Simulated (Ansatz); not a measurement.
System: sum formula SnCl$_{2}$F$_{2}$, charge 0, multiplicity 1. SMILES: [F][Sn]([F])([Cl])[Cl]
Coordinates optimised at B3LYP-D3(BJ)/def2-TZVP (Ansatz, a program for electronic structure):
```xyz
5

F     -0.0993    -1.4702    -1.4059
Sn    -0.0148    -0.2112     0.0159
F     -0.0905    -1.2442     1.6099
Cl    -1.8461     1.1629    -0.0818
Cl     1.9900     0.8954    -0.0729
```

Quantity: vertical electron affinity (to the doublet state of charge -1; a negative value means that the extra electron is unbound and the number depends on the basis; each state is the SCF solution reached for its spin), in eV. Valence correlation only, unless marked. Open shells are spin-unrestricted. Spin-orbit coupling is left out. The frozen core is the preceding noble-gas configuration, with the filled d and f shells of earlier blocks. Past Kr the def2 sets carry scalar-relativistic core potentials. Anions need diffuse functions: def2-D sets add few. Basis-set limits of correlation are two-point, X^-3; Hartree-Fock from the larger set. The bracket is a focal-point correction in the basis named.

```tsv
level	program	vertical electron affinity (eV)
HF/def2-SVPD	Ansatz	0.62
HF/def2-TZVPPD	Ansatz	0.48
HF/def2-QZVPPD	Ansatz	0.45
r2SCAN/def2-TZVPD	Ansatz	1.64
B3LYP/def2-TZVPD	Ansatz	1.81
wB97X-V/def2-TZVPD	Ansatz	1.50
B2PLYP/def2-TZVPD	Ansatz	1.50
MP2/def2-TZVPPD	Ansatz	1.13
SCS-MP2/def2-QZVPPD	Ansatz	1.03
CCSD/def2-TZVPPD	Ansatz	1.07
CCSD/CBS(def2-TZVPPD,def2-QZVPPD)	Ansatz	1.16
CCSD(T)/def2-SVPD	Ansatz	1.12
CCSD(T)/def2-QZVPPD	Ansatz	1.18
RI-MP2/CBS(def2-TZVPPD,def2-QZVPPD)+[CCSD(T)-MP2]/def2-TZVPPD	Ansatz	1.23
```
